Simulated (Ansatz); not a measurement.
`N#C[Si](F)(Cl)Cl` + `[OH][GeH3]` → `F[Si](Cl)(Cl)[O][GeH3]` + `C#N` at 500 K and 1 bar (ligand exchange at the Si–C bond).

Program: Ansatz. Geometries: PBE0-D4/def2-TZVP. ΔE: electronic, gas phase. CCSD(T)/CBS is the MP2 limit (def2-TZVPP, def2-QZVPP) plus CCSD(T) − MP2 in def2-TZVPP, frozen cores. This one scheme is used for every species. For Ge outer-core shells are correlated without core-valence functions, which leaves a few kJ/mol of doubt a bond. Scalar relativity is left out up to krypton. One conformer a species, not always the lowest.

| species | CCSD(T)/CBS energy (Eh) | H − E (kJ/mol) | S (J/(mol·K)) |
| --- | --- | --- | --- |
| `N#C[Si](F)(Cl)Cl` | -1401.34551 | 83.2 | 411.4 |
| `[OH][GeH3]` | -2153.69723 | 124.0 | 309.0 |
| `F[Si](Cl)(Cl)[O][GeH3]` | -3461.76595 | 147.9 | 497.6 |
| `C#N` | -93.32098 | 60.1 | 220.8 |

H − E and S are ideal-gas, rigid-rotor, harmonic terms from PBE0-D4/def2-TZVP, for one conformer and one mirror image of each species. 1 Eh = 2625.50 kJ/mol, R = 8.31446 J/(mol·K).

Question: By hand: ΔE, ΔH, ΔS and ΔG.

Answer: ΔE = (-3461.76595) + (-93.32098) − (-1401.34551) − (-2153.69723) = -0.04419 Eh = -116.0 kJ/mol. Δ(H − E) = 147.9 + 60.1 − 83.2 − 124.0 = 0.8, so ΔH = -115.2 kJ/mol. ΔS = 497.6 + 220.8 − 411.4 − 309.0 = -2.0 J/(mol·K). ΔG = -115.2 − 500 × (-2.0)/1000 = -114.2 kJ/mol.

Question: By hand: the equilibrium constant, and the temperature at which ΔG would vanish if ΔH and ΔS stayed fixed.

Answer: log₁₀ K = −ΔG/(RT ln 10) = 11.9. ΔG = 0 at ΔH/ΔS = 57600 K, far beyond where these terms or the molecules hold.

The number of gas molecules stays the same, so ΔS is small and ΔH decides. A doubt of 5 kJ/mol in ΔE shifts log₁₀ K by 0.5 here. Other conformers and mirror images would add mixing entropy, several J/(mol·K) or more a flexible species. Modes under 60 cm⁻¹, often nearly free rotors, make the harmonic entropy too high. These are equilibria of isolated gas molecules and say nothing of rates. Largest T1 diagnostic: 0.014 (customary marks: 0.02 for closed shells, 0.045 for open ones).
